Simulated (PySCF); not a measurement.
FGeH7Si2, SMILES [GeH3][SiH2][SiH2]F.

Geometry optimised at r2SCAN-D4/def2-SVP. This is a generated structure with no PubChem entry under its InChIKey; it may be hypothetical. The values are those of a single conformer.

Level of theory: TDA-PBE/def2-SVPD (PySCF).

Vertical excitations. Gas-phase values at a fixed geometry. State labels are in the subgroup Cs.

Q: Give excitation energies, oscillator strengths and character. (An estimate is asked for; the answer gives what the named calculation found.)

A: 
```tsv
state	symmetry	energy (eV)	λ (nm)	f	main pairs
S1	A'	5.67	219	0.077	HOMO→LUMO 92 %
S2	A'	6.09	204	0.039	HOMO−1→LUMO 92 %
S3	A"	6.44	193	0.001	HOMO→LUMO+1 90 %
S4	A"	6.49	191	0.000	HOMO−2→LUMO 97 %
S5	A'	6.57	189	0.003	HOMO→LUMO+2 51 %, HOMO→LUMO+4 29 %, HOMO→LUMO+3 16 %
S6	A"	6.67	186	0.005	HOMO−3→LUMO 91 %
S7	A'	6.74	184	0.015	HOMO→LUMO+3 72 %, HOMO→LUMO+2 19 %
S8	A'	6.90	180	0.060	HOMO→LUMO+4 43 %, HOMO−4→LUMO 34 %, HOMO→LUMO+2 10 %
S9	A"	6.97	178	0.000	HOMO→LUMO+5 60 %, HOMO−1→LUMO+1 38 %
S10	A'	7.13	174	0.077	HOMO−4→LUMO 45 %, HOMO−1→LUMO+2 19 %, HOMO→LUMO+4 8 %
T1	A'	4.93	251	0	HOMO→LUMO 99 %
T2	A'	5.65	219	0	HOMO−1→LUMO 98 %
T3	A"	5.89	210	0	HOMO→LUMO+1 96 %
T4	A'	6.04	205	0	HOMO→LUMO+2 92 %
```
Triplets are in the Tamm–Dancoff approximation.
